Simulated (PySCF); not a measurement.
Input of a run (PBE0-D3(BJ)/def2-SVP geometry optimisation, gas phase, def2 core potentials past Kr (PySCF 2.14.0)), started from GFN2-xTB:
```
{"job": {"xc": "PBE0", "basis": "def2-SVP", "d3": "d3bj", "grid": 1, "maxiter": 40, "kind": "geom"}, "charge": 0, "multiplicity": 1}
Al     0.078920     0.131170     0.001090
Cl     2.096220     0.040170     0.011840
Cl    -0.967220     1.859250    -0.018290
I     -1.207920    -2.030590     0.005360
```

Output (energies in Eh, forces in Eh/bohr):
```
step   0  E = -1459.96706570  max force = 0.034627
step   1  E = -1459.97087183  max force = 0.008722
step   2  E = -1459.97127912  max force = 0.001004
step   3  E = -1459.97128295  max force = 0.000224
optimisation converged
```

Problem. Summarise the run.

Solution. The energy falls by 11.1 kJ/mol over 4 energy and gradient evaluations, the largest force component goes from 0.0346 to 2.2e-04 Eh/bohr, and the atoms move by 0.045 Å rms after alignment. The bond that changes most is Al1–I4 (ends: aluminium bonded to 2 Cl and I; iodine bonded to Al), which shortens by 0.078 Å. Bonds longer at the end by more than 0.005 Å: 2 of 3; shorter: 1. Among the angles that change most is Cl2–Al1–Cl3, from 123.8° to 118.9°. The energy never rose by more than 1e-6 Eh on the way. The first step brought 90 % of the lowering.

Problem. What are the final bond lengths?

Solution. Al1–Cl2 2.084 Å, Al1–Cl3 2.084 Å, Al1–I4 2.438 Å. Numbering counts from 1 in the input's order; the species is `[Cl][Al]([Cl])[I]`.

The run used 80 basis functions and 28 SCF cycles in all. Time: 30 s of wall time. Hardware: an x86-64 server with one thread, on a shared host.

No PBE0-D3(BJ)/def2-SVP frequencies stand behind this structure, so it isn't proved a minimum.
